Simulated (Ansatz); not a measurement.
`c1ccc(-c2ccc(-c3ccc(-c4ccc(-c5ccc(-c6ccc(-c7ccc(-c8ccc(-c9cccnc9)nc8)nc7)nc6)nc5)nc4)nc3)nc2)nc1`. Charge 0, multiplicity 1. Geometry PBE-D4/def2-SVP; atoms count from 1.

```xyz
83

C    -9.293   -9.255  -12.690
C    -9.839   -8.877  -11.455
C    -9.027   -8.215  -10.528
C    -7.680   -7.943  -10.860
C    -6.756   -7.243   -9.933
C    -5.403   -7.052  -10.290
C    -4.541   -6.394   -9.415
C    -5.035   -5.922   -8.175
C    -4.183   -5.215   -7.193
C    -2.804   -4.984   -7.373
C    -2.079   -4.304   -6.394
C    -2.739   -3.853   -5.228
C    -2.038   -3.120   -4.149
C    -0.653   -2.852   -4.154
C    -0.077   -2.144   -3.099
C    -0.895   -1.700   -2.033
C    -0.365   -0.930   -0.885
C    -1.229   -0.514    0.151
C    -0.724    0.222    1.221
C     0.653    0.546    1.255
C     1.261    1.340    2.346
C     0.542    1.834    3.455
C     1.196    2.591    4.428
C     2.578    2.857    4.287
C     3.342    3.670    5.261
C     4.728    3.874    5.080
C     5.440    4.647    5.994
C     4.764    5.222    7.096
C     5.451    6.060    8.104
C     6.840    6.305    8.103
C     7.405    7.116    9.088
C     6.574    7.685   10.080
C     7.096    8.561   11.159
C     6.207    9.120   12.103
C     6.710    9.945   13.112
C     8.093   10.192   13.151
N     8.959    9.671   12.267
C     8.466    8.881   11.305
N     5.241    7.451   10.088
C     4.709    6.675    9.145
N     3.436    5.031    7.272
C     2.763    4.289    6.394
N     3.276    2.376    3.231
C     2.645    1.652    2.309
N     1.485    0.144    0.267
C     0.995   -0.561   -0.751
N    -2.224   -1.960   -2.020
C    -2.765   -2.639   -3.030
N    -4.063   -4.071   -5.049
C    -4.747   -4.721   -5.989
N    -6.332   -6.099   -7.833
C    -7.149   -6.728   -8.676
N    -7.160   -8.314  -12.052
C    -7.943   -8.946  -12.931
H    -9.893   -9.777  -13.449
H   -10.890   -9.097  -11.213
H    -9.440   -7.917   -9.554
H    -5.066   -7.434  -11.265
H    -3.489   -6.246   -9.700
H    -2.284   -5.333   -8.278
H    -1.005   -4.125   -6.544
H    -0.010   -3.195   -4.979
H     1.003   -1.939   -3.109
H    -2.292   -0.786    0.077
H    -1.402    0.546    2.023
H    -0.534    1.633    3.569
H     0.631    2.970    5.291
H     5.208    3.410    4.206
H     6.517    4.808    5.844
H     7.494    5.863    7.336
H     8.488    7.303    9.081
H     5.137    8.882   12.009
H     6.042   10.396   13.861
H     8.523   10.841   13.936
H     9.213    8.473   10.601
H     3.620    6.502    9.178
H     1.683    4.181    6.599
H     3.239    1.274    1.460
H     1.733   -0.853   -1.519
H    -3.849   -2.838   -2.992
H    -5.823   -4.885   -5.816
H    -8.194   -6.828   -8.331
H    -7.473   -9.229  -13.890
```

Single mean-field runs in def2-SVP are fitted with def2-universal-jkfit.

Question: Estimate the Mulliken populations of the heavy atoms from the PBE0/def2-SVP orbitals of Ansatz.

Answer: 
```tsv
atom	charge (e)
C1	-0.06
C2	0.03
C3	-0.05
C4	0.04
C5	-0.04
C6	0.04
C7	-0.04
C8	0.06
C9	-0.04
C10	0.02
C11	-0.05
C12	0.05
C13	-0.04
C14	0.02
C15	-0.05
C16	0.05
C17	-0.04
C18	0.04
C19	-0.04
C20	0.06
C21	-0.04
C22	0.02
C23	-0.05
C24	0.05
C25	-0.04
C26	0.04
C27	-0.04
C28	0.06
C29	-0.04
C30	0.02
C31	-0.05
C32	0.05
C33	-0.05
C34	0.04
C35	-0.05
C36	0.05
N37	-0.18
C38	0.04
N39	-0.18
C40	0.09
N41	-0.18
C42	0.05
N43	-0.18
C44	0.09
N45	-0.18
C46	0.05
N47	-0.18
C48	0.09
N49	-0.17
C50	0.09
N51	-0.18
C52	0.05
N53	-0.19
C54	0.06
```
Mulliken values and Mayer orders depend strongly on the basis.

Question: And the Mayer bond orders between bonded heavy atoms (over 0.3, the first 40 of 62)?

Answer: C1–C2 1.41 (1.40 Å); C1–C54 1.37 (1.41 Å); C2–C3 1.43 (1.40 Å); C3–C4 1.37 (1.41 Å); C4–C5 1.01 (1.48 Å); C4–N53 1.51 (1.35 Å); C5–C6 1.39 (1.41 Å); C5–C52 1.33 (1.41 Å); C6–C7 1.42 (1.39 Å); C7–C8 1.35 (1.42 Å); C8–C9 1.03 (1.48 Å); C8–N51 1.49 (1.35 Å); C9–C10 1.38 (1.41 Å); C9–C50 1.33 (1.42 Å); C10–C11 1.44 (1.40 Å); C11–C12 1.35 (1.41 Å); C12–C13 1.03 (1.48 Å); C12–N49 1.49 (1.35 Å); C13–C14 1.38 (1.41 Å); C13–C48 1.33 (1.42 Å); C14–C15 1.45 (1.39 Å); C15–C16 1.35 (1.41 Å); C16–C17 1.02 (1.48 Å); C16–N47 1.50 (1.35 Å); C17–C18 1.38 (1.41 Å); C17–C46 1.33 (1.42 Å); C18–C19 1.42 (1.39 Å); C19–C20 1.35 (1.42 Å); C20–C21 1.03 (1.48 Å); C20–N45 1.49 (1.35 Å); C21–C22 1.38 (1.41 Å); C21–C44 1.33 (1.42 Å); C22–C23 1.45 (1.40 Å); C23–C24 1.35 (1.41 Å); C24–C25 1.02 (1.48 Å); C24–N43 1.49 (1.35 Å); C25–C26 1.38 (1.41 Å); C25–C42 1.33 (1.42 Å); C26–C27 1.42 (1.39 Å); C27–C28 1.34 (1.42 Å).
